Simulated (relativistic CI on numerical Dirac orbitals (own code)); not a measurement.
## V2+: 3d valence photoemission

Computed with this model: Dirac-Coulomb-Breit CI, orbitals from a KLI potential per configuration, QED by a radiative potential, valence Slater integrals scaled by 0.7, multiplet model of photoemission in the sudden approximation; configurations [Ar] 3d3 → [Ar] 3d2; 80 K; Lorentzian 0.21 eV and Gaussian 0.5 eV FWHM. Energies are those of the free ion, without screening or charge transfer. The energies are binding energies and can lie tens of eV above those of solids. S is read from ⟨S²⟩ = S(S + 1).

Field parameters in Wybourne normalisation: D4h B²₀ = −7Ds, B⁴₀ = 21(Dq − Dt), B⁴₄ = 21√(5/14) Dq; Oh B⁴₀ = 21Dq, B⁴₄ = √(5/14) B⁴₀; Td as Oh with Dq negative (B⁴₀ = 21Dq, B⁴₄ = √(5/14) B⁴₀). The field is a parameter set, without covalency.

free ion: ground-state S = 1.50, centroid 28.16 eV. Peaks (eV, height): 27.9 (100), 29.3 (26).

Oh, 10Dq = 16900 cm⁻¹: ground-state S = 1.50, centroid 28.99 eV. Peaks (eV, height): 28.9 (100).

Td, 10Dq = -8250 cm⁻¹: ground-state S = 1.50, centroid 28.38 eV. Peaks (eV, height): 27.4 (87), 28.4 (100), 29.0 (84), 30.2 (23).

Td, 10Dq = -8600 cm⁻¹: ground-state S = 1.50, centroid 28.39 eV. Peaks (eV, height): 27.3 (88), 28.4 (100), 29.0 (85), 30.2 (22).

Td, 10Dq = -4050 cm⁻¹: ground-state S = 1.50, centroid 28.26 eV. Peaks (eV, height): 28.2 (100), 29.6 (31).

D4h, 10Dq = 12400, Ds = -1070, Dt = 330 cm⁻¹: ground-state S = 1.50, centroid 28.68 eV. Peaks (eV, height): 28.4 (100), 30.5 (8).

Strongest unbroadened transitions for Oh, 10Dq = 16900 cm⁻¹:

```tsv
Energy (eV)	Relative strength
28.87	100.0
28.91	59.4
28.92	19.7
30.23	0.0
31.73	0.0
32.02	0.7
32.03	2.1
32.05	3.3
32.31	0.0
```
